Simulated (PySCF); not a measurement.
**Two-photon absorption: 1-(methoxymethyl)-4-methylbenzene (COCc1ccc(C)cc1, C9H12O)**

Cartesian coordinates in Å; atom numbers follow the order of the lines, from 1:
```xyz
22

C     3.2574   -1.0936    0.1952
O     3.0481    0.2526   -0.1156
C     2.0398    0.4594   -1.0618
C     0.6482    0.1806   -0.5442
C     0.3112    0.5039    0.7738
C    -0.9767    0.2851    1.2515
C    -1.9729   -0.2593    0.4307
C    -3.3532   -0.5217    0.9598
C    -1.6295   -0.5790   -0.8869
C    -0.3374   -0.3695   -1.3648
H     4.0688   -1.1428    0.9346
H     2.3572   -1.5711    0.6259
H     3.5593   -1.6760   -0.6981
H     2.1176    1.5197   -1.3559
H     2.2212   -0.1437   -1.9752
H     1.0799    0.9263    1.4261
H    -1.2187    0.5464    2.2859
H    -3.4108   -1.5134    1.4395
H    -3.6430    0.2223    1.7163
H    -4.1039   -0.5033    0.1564
H    -2.3866   -1.0070   -1.5503
H    -0.0927   -0.6386   -2.3969
```

Method: TDDFT CAM-B3LYP/def2-SVPD excited states, vertical, gas phase in PySCF 2.14.0. Geometry: PBE0-D3(BJ)/def2-SVP.

Task: Give the one- and two-photon strengths of the lowest singlets.

Result: δ for parallel linear polarisation; σ at the peak of a Lorentzian of half width 0.1 eV, single beam; Ω is circular over linear.
```csv
state,E (eV),f,photon λ (nm),δ (au),σ (GM),Ω,main
S1,5.28,0.004,470,0.77,0.01,0.43,"HOMO→LUMO 0.51, HOMO−1→LUMO+1 0.25"
S2,5.92,0.070,419,2.17,0.03,0.70,"HOMO→LUMO+1 0.52, HOMO−1→LUMO 0.23"
S3,6.73,0.104,368,5.61,0.09,1.40,"HOMO→LUMO+2 0.56, HOMO−1→LUMO+1 0.20"
S4,6.80,0.195,364,5.11,0.09,0.46,"HOMO→LUMO+2 0.30, HOMO−1→LUMO+1 0.28"
S5,6.83,0.437,363,1.55,0.03,1.39,"HOMO−1→LUMO 0.37, HOMO−2→LUMO+1 0.20"
S6,6.88,0.458,361,10,0.17,0.50,"HOMO−1→LUMO 0.22, HOMO−2→LUMO 0.21"
```
